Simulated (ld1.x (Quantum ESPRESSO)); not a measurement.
**Dy PAW: all-electron and pseudo phase curves**

Dy, PAW, made with ld1.x (Quantum ESPRESSO) 7.5 (LDA (PZ), fully relativistic). Core [Kr] 4d10, reference 4f9 5s2 5p6 5d1 6s2 6p0. Waves: 5s (bound): rcut 1.85, rcutus 2.25 bohr; 6s (bound): rcut 1.85, rcutus 2.25 bohr; 5p (bound): rcut 2.35, rcutus 2.85 bohr; 6p (bound, empty): rcut 2.35, rcutus 2.85 bohr; 5d (bound): rcut 2.60, rcutus 3.00 bohr; 5d channel at 0.95 Ry: rcut 2.60, rcutus 3.00 bohr; 4f (bound): rcut 0.50, rcutus 0.70 bohr; 4f channel at 1.2 Ry: rcut 0.50, rcutus 0.70 bohr. Local part: all-electron potential smoothed inside 1.80 bohr (lloc = -1). Core correction: Bessel-smoothed model core inside 0.70 bohr. Augmentation charge: BESSEL, radius 0.40 bohr.

Open shells are filled in proportion to 2j + 1 (rel_dist='average').

The phase is arctan(r·u′/u) with u = r·R(r), unwrapped; energies in Ry, scanned from -6 to 5 Ry. A pole is an energy at which the radial function vanishes at the test radius. The pseudo phase is shifted by a multiple of π to meet the all-electron one at the reference energy, and phase errors are pseudo minus all-electron; the curves can meet again beyond the range given. Levels narrower than the energy grid can be missing from the lists of poles.

```tsv
channel	radius (bohr)	reference energy (Ry)	poles, all-electron	poles, pseudo	unbroken range about the reference energy with phases within 0.05 rad	phase error 1 Ry above the reference energy (rad)
s	3.25	-0.32	-3.87, 1.34	-3.87, 1.34	below 3.8	+0.000
p1/2	3.25	-0.12	-2.33, 2.23	-2.32, -1.93, 1.73	-1.6 to 0.3	-0.073
p3/2	3.25	-0.10	-1.93, 2.54	-2.28, -1.94, 1.96	-2.0 to 0.4	-0.093
d3/2	3.25	-0.20	0.25, 4.41	-1.71, 0.24, 3.20	-1.1 to 1.5	-0.001
d5/2	3.25	-0.17	0.31, 4.49	-2.85, 0.30, 3.42	-2.4 to 1.6	-0.000
f5/2	3.25	-0.73	-0.72, 2.70	-0.72, 2.70	the whole range	+0.000
f7/2	3.25	-0.66	-0.64, 2.72	-0.64, 2.72	the whole range	+0.000
```

The ghost test of this file was not conclusive.

Phases in the d3/2 channel:

```csv
E (Ry),all-electron,pseudo
-6.00,1.444,4.589
-5.48,1.438,4.583
-4.96,1.431,4.577
-4.44,1.422,4.571
-3.92,1.412,4.563
-3.40,1.400,4.554
-2.88,1.384,4.545
-2.36,1.361,4.542
-1.84,1.329,4.693
-1.32,1.271,1.200
-0.80,1.122,1.088
-0.28,-0.281,-0.287
0.24,-1.564,-1.568
0.76,-1.755,-1.756
1.28,-1.949,-1.956
1.80,-2.543,-2.891
2.32,-4.042,-4.399
2.84,-4.461,-4.641
3.36,-4.594,-4.738
3.88,-4.664,-4.805
4.40,-4.712,-4.871
4.92,-4.753,-4.954
```
